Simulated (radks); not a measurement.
The numbers below are computed, except where a source is named.
Valence configurations of neutral niobium (all share [Kr]). Code: a radial shooting solver on a logarithmic mesh with Libxc functionals. Model: Dirac Kohn-Sham, BLYP, spin-unpolarised, spherical densities, finite nucleus; open shells fill j = l - 1/2 first; Fermi nuclear charge, rms radius 4.324 fm. Order these by energy: 4d4 5s0.5 5p0.5; 4d3 5s1 5p1; 4d2 5s1 5p2; 4d1.5 5s1 5p2.5; 4d1.5 5p3.5; 4d4 5s1; 4d4 5p1; 4d4.5 5s0.5; 4d3.5 5s1 5p0.5; 4d3.5 5s0.5 5p1.

Answer. From the lowest, in eV above it: 4d4 5s1 0.000; 4d4.5 5s0.5 0.644; 4d3.5 5s1 5p0.5 1.121; 4d4 5s0.5 5p0.5 1.421; 4d3.5 5s0.5 5p1 2.671; 4d3 5s1 5p1 2.694; 4d4 5p1 2.894; 4d2 5s1 5p2 7.371; 4d1.5 5s1 5p2.5 10.633; 4d1.5 5p3.5 15.006. NIST lists [Kr] 4d4 5s1 as the ground configuration; this level of theory agrees among the configurations tried. The energies are those of spherical spin-averaged densities, not of single terms.
